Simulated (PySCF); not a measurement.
**Worked example: chemical shift, span and skew from a shielding tensor**

H₉NSi₃, SMILES [SiH3]N([SiH3])[SiH3]. Atoms are numbered in the order given.

```xyz
13

Si     0.2930     1.6645     0.4916
N      0.0132     0.0180    -0.0720
Si    -1.6267    -0.5166    -0.4347
Si     1.3299    -1.1532    -0.0358
H     -0.6901     2.5724    -0.1631
H      0.1337     1.7953     1.9718
H      1.6829     2.0672     0.1375
H     -2.3927     0.6264    -1.0058
H     -1.5638    -1.6365    -1.4151
H     -2.3506    -1.0011     0.7797
H      1.4667    -1.8164     1.2965
H      1.0663    -2.2077    -1.0546
H      2.6092    -0.4520    -0.3379
```

Coordinates come from a B3LYP-D3(BJ)/def2-SVP optimisation. A frequency run showed that this geometry is not a minimum.

GIAO shieldings from B3LYP/pcSseg-1 in PySCF, non-relativistic, no solvent. The symmetric part of the tensor of N2 has the principal values 258.5, 258.9, 276.9 ppm. The same nucleus in NH3 has σ = 265.5 ppm at this level (PySCF, at its B3LYP-D3(BJ)/def2-TZVP geometry).

Task: Work out the isotropic shielding, the ¹⁵N shift against NH3, the span and the skew.

Result: 
σ(iso) = (σ11 + σ22 + σ33)/3 = 264.8 ppm. δ = σ(ref) − σ(iso) = 265.5 − (264.8) = 0.7 ppm.
Span Ω = σ33 − σ11 = 18.4 ppm. Skew κ = 3(σ(iso) − σ22)/Ω = 0.96. Tumbling in solution averages the tensor to δ; in a static solid the shielding alone would spread this spin-1/2 line over Ω.
